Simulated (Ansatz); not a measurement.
Compare A (`C[SiH]([GeH3])C#N`) with its isomer B (`[SiH3]C1=[CH][GeH2][NH]1`).

Computed with Ansatz on PBE0-D4/def2-TZVP structures; ΔE is electronic, products minus reactants. CBS: MP2 limit from def2 TZ/QZ plus the TZ coupled-cluster correction, frozen cores. Functionals use def2-TZVPP. B3LYP here is the variant with VWN-RPA as its local correlation; programs differ in this. For Ge outer-core shells are correlated without core-valence functions, which leaves a few kJ/mol of doubt a bond. Scalar relativity is left out up to krypton.

(1) Which is lower in electronic energy at CCSD(T)/CBS, and by how much? (Estimate.)

(2) Give E(B) − E(A) in kJ/mol with r2SCAN-D4, CCSD(T)/def2-TZVPP, ωB97M-V, B3LYP-D4, CCSD/def2-TZVPP, MP2/def2-TZVPP, HF/def2-TZVPP. (Best estimate.)

(3) Does the order hold for the free energy at 298.15 K (harmonic terms from PBE0-D4)? (Estimate.)

Largest T1 diagnostic: 0.013.

## Answers

(1) The calculation gave: A, by 158.7 kJ/mol.

(2) Computed: r2SCAN-D4 154.7, CCSD(T)/def2-TZVPP 166.1, ωB97M-V 159.8, B3LYP-D4 162.9, CCSD/def2-TZVPP 171.2, MP2/def2-TZVPP 163.1, HF/def2-TZVPP 188.5. None reverses the order clearly.

(3) The calculation gave: Yes: G(B) − G(A) = +166.0 kJ/mol.

From BLYP to BHLYP (50 % exact exchange), in def2-TZVPP and without D4, E(B) − E(A) moves by −7.0 kJ/mol. In def2-TZVPP, CCSD(T) changes the Hartree–Fock value by −22.4 kJ/mol (the triples alone add −5.1 kJ/mol) and MP2 by −25.3 kJ/mol.
